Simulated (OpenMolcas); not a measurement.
Pm IV: CASPT2 settings compared

- Program: OpenMolcas
- Basis: ANO-RCC-VDZ [7s6p4d2f]
- Scalar Hamiltonian: DKH4, point nucleus
- Active space: 4 electrons in 7 orbitals (4f)
- State averaging: 2S+1 = 5 even, 35 roots (30 in the spin-orbit step); 2S+1 = 3 even, 26 roots kept (CI in the orbitals of an earlier block)
- Spin-orbit coupling: RASSI with atomic mean-field integrals over the reference wave functions, term energies averaged over their components

Methods on the same reference wave functions:
A. CASSCF
B. SS-CASPT2, IPEA 0.1 Eh, real shift 0.1 Eh (closed shells correlated: 4d 5s 5p)
C. SS-CASPT2, IPEA 0.75 Eh, imaginary shift 0.1 Eh (closed shells correlated: 5s 5p)
D. XMS-CASPT2, IPEA 0.75 Eh, imaginary shift 0.2 Eh (closed shells correlated: 5s 5p)

Energies in eV above 4f4 5I4.

| Level | A | B | C | D |
| --- | --- | --- | --- | --- |
| 4f4 5I4 | 0.0000 | 0.0000 | 0.0000 | 0.0000 |
| 4f4 5I5 | 0.1971 | 0.2010 | 0.1980 | 0.1974 |
| 4f4 5I6 | 0.4166 | 0.423 | 0.418 | 0.417 |
| 4f4 5I7 | 0.6501 | 0.657 | 0.652 | 0.652 |
| 4f4 5I8 | 0.8897 | 0.895 | 0.891 | 0.892 |
| 4f4 5F1 | 2.1484 | 1.774 | 1.990 | 1.996 |
| 4f4 5F2 | 2.2170 | 1.842 | 2.058 | 2.065 |
| 4f4 5F3 | 2.3199 | 1.945 | 2.161 | 2.168 |
| 4f4 5S2 | 2.4228 | 2.025 | 2.286 | 2.387 |
| 4f4 5F4 | 2.4571 | 2.083 | 2.298 | 2.305 |

Among B to D the level of the table that moves most is 4f4 5S2, by 2900 cm-1 (lowest in B, highest in D). Moves below CASPT2's spread within the term are not significant.

From A to B the spin-free energies of the other terms of 4f4 shown, above 5I, scale by factors of 0.78 to 0.80, as is usual when dynamic correlation screens the repulsion within a d or f shell.

The lowest spin-free term lies below A's lowest term by 0.457 hartree in B, 0.183 hartree in C, 0.187 hartree in D.

CASPT2 breaks the degeneracy within a term, and the mean is taken; among the terms shown or strongly mixed into the levels shown the widest spread is 810 cm-1 (4f4 5I, D). High states are left out of the spin-orbit mixing, which shifts the levels that they would mix with. The basis is small and was not contracted for so high a charge. Without dynamic correlation excited terms often stand tens of per cent too high (terms of higher spin than the ground term too low), and those without a measured partner can miss by more than the paired ones (holds for A). The CASPT2 spread within a term exceeds the gap to the next term for 4f4 5F and 4f4 5S, so the order of their levels is uncertain, and so are names and mixing where such terms share a J (holds for C). Only configurations of the active space appear. Levels that lie high or do not pair safely by name in every column are left out.
